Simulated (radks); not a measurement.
The numbers below are computed, except where a source is named.
Question: Ionisation of the neon ion Ne+, [He] 2s2 2p5, to Ne2+, [He] 2s2 2p4, under several functionals. Scalar-relativistic Kohn-Sham, spin-unpolarised, spherical densities, finite nucleus; a radial shooting solver on a logarithmic mesh with Libxc functionals. The NIST Atomic Spectra Database gives 40.963 eV (measured). Rank these functionals by the error of their Delta-SCF ionisation energy: r2SCAN; SOGGA; RPBE; Wu-Cohen GGA; SCAN; TASK exchange with Perdew-Wang LDA correlation; exchange-only B88; revPBE; PW91; LDA (Slater exchange, Perdew-Zunger correlation); LDA (Slater exchange, Perdew-Wang correlation).

Answer: From best to worst: exchange-only B88 42.168 eV (+1.205); SOGGA 43.025 eV (+2.062); revPBE 43.204 eV (+2.241); RPBE 43.209 eV (+2.246); Wu-Cohen GGA 43.265 eV (+2.302); LDA (Slater exchange, Perdew-Zunger correlation) 43.402 eV (+2.439); PW91 43.404 eV (+2.441); LDA (Slater exchange, Perdew-Wang correlation) 43.409 eV (+2.446); r2SCAN 43.964 eV (+3.001); SCAN 43.983 eV (+3.020); TASK exchange with Perdew-Wang LDA correlation 44.575 eV (+3.612). Spin polarisation and multiplet splitting are left out, so open shells lie too high by an amount that depends on their filling.

Beside tabulated values, note that spin-unpolarised runs miss the spin-polarisation part of the exchange energy of open shells.
